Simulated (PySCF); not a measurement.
Si(CCH)(Me)(OH)2 (C₃H₆O₂Si), SMILES O[Si](C#C)(C)O. Coordinates come from a B3LYP-D3(BJ)/def2-SVP optimisation. This is a generated structure with no PubChem entry under its InChIKey; it may be hypothetical. Other conformers were not sampled.

Give the equilibrium geometry at B3LYP-D3(BJ)/def2-SVP (PySCF confirms it by a frequency run) as bond lengths and angles. (The exact figures need the calculation; the answer reports its results.)

Several could match; the one computed here: 
Atoms: C1 C2 Si3 C4 O5 O6 H7 H8 H9 H10 H11 H12. Bonds (Å): C1–C2 1.217, C1–H7 1.075, C2–Si3 1.836, Si3–C4 1.859, Si3–O5 1.667, Si3–O6 1.666, C4–H8 1.102, C4–H9 1.101, C4–H10 1.101, O5–H11 0.965, O6–H12 0.965. Bond angles (°): C2–C1–H7 179.6, C1–C2–Si3 177.7, C2–Si3–C4 111.7, C2–Si3–O5 104.3, C2–Si3–O6 109.9, C4–Si3–O5 113.1, C4–Si3–O6 106.2, O5–Si3–O6 111.6, Si3–C4–H8 111.1, Si3–C4–H9 110.7, Si3–C4–H10 110.3, H8–C4–H9 108.4, H8–C4–H10 107.8, H9–C4–H10 108.4, Si3–O5–H11 115.9, Si3–O6–H12 115.9.
Charge 0, spin multiplicity 1.
